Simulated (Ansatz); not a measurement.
```yaml
crystal:
  periodic: [false, false, false]
  atoms:
    - {symbol: C, position_ang: [1.679413, -0.255153, -1.435437]}
    - {symbol: C, position_ang: [0.460564, 0.013623, -0.619030]}
    - {symbol: N, position_ang: [-0.550439, -0.833591, -0.524171]}
    - {symbol: C, position_ang: [-0.601222, -2.087007, -1.215152]}
    - {symbol: Ga, position_ang: [-1.562298, 0.426272, 0.682459]}
    - {symbol: C, position_ang: [-1.612001, -0.150157, 2.567345]}
    - {symbol: N, position_ang: [0.244722, 1.106539, 0.091295]}
    - {symbol: C, position_ang: [1.159048, 2.205754, 0.193157]}
    - {symbol: H, position_ang: [2.170021, -1.167792, -1.087959]}
    - {symbol: H, position_ang: [2.391335, 0.566269, -1.385251]}
    - {symbol: H, position_ang: [1.401195, -0.416858, -2.479875]}
    - {symbol: H, position_ang: [-1.502706, -2.623616, -0.918209]}
    - {symbol: H, position_ang: [0.253805, -2.734278, -0.980459]}
    - {symbol: H, position_ang: [-0.638345, -1.969156, -2.306511]}
    - {symbol: H, position_ang: [-2.748188, 1.149487, -0.057939]}
    - {symbol: H, position_ang: [-1.781119, 0.700778, 3.232055]}
    - {symbol: H, position_ang: [-0.671783, -0.626609, 2.851760]}
    - {symbol: H, position_ang: [-2.423357, -0.862478, 2.737125]}
    - {symbol: H, position_ang: [0.730291, 2.961871, 0.851594]}
    - {symbol: H, position_ang: [1.350177, 2.691006, -0.772353]}
    - {symbol: H, position_ang: [2.126288, 1.915795, 0.622657]}
basis:
  gaussian: {orbitals: cc-pVTZ-DK, final_grid: {core_spheres: 1, valence_spheres: 1, degree: 1}}
hamiltonian: {xc: {name: PBE}}
accuracy: high
```

```sh
$ ansatz run in.yaml --threads 4 --pin off --events-out ev --progress --plain --max-ram 41984MiB --backend cuda --devices 0, --max-vram 37GiB
```

It prints (some lines left out):

```
Functional definition: PBE
8019 factors; integrals over basis functions are off by at most 9.6e-8 eV
mean field evaluation 1: about -61233.3971 eV, gradient 1.2e2 eV
mean field evaluation 2: about -61171.2902 eV, gradient 1.9e2 eV
mean field evaluation 4: about -61261.0248 eV, gradient 2.0e1 eV
mean field evaluation 8: about -61261.8107 eV, gradient 4.6e-1 eV
mean field evaluation 32: about -61768.4543 eV, gradient 6.4e-1 eV
mean field -61768.48661567 eV, -2269.9500149420 hartree, gradient 6.9e-8 eV, S^2 0.000000; 5 other end points of the search recorded, 0 dependent functions left out
reference -61768.48661644 eV, -2269.9500149703 hartree; 44, 44 occupied and 391, 391 virtual orbitals, 8019 factors
Total energy: -61768.48661644 eV, -2269.9500149703 hartree
Relativity: scalar
```

In this input the integration grid is far too coarse. The calculation finished and met its thresholds. The result belongs to that input, not to the molecule as meant.
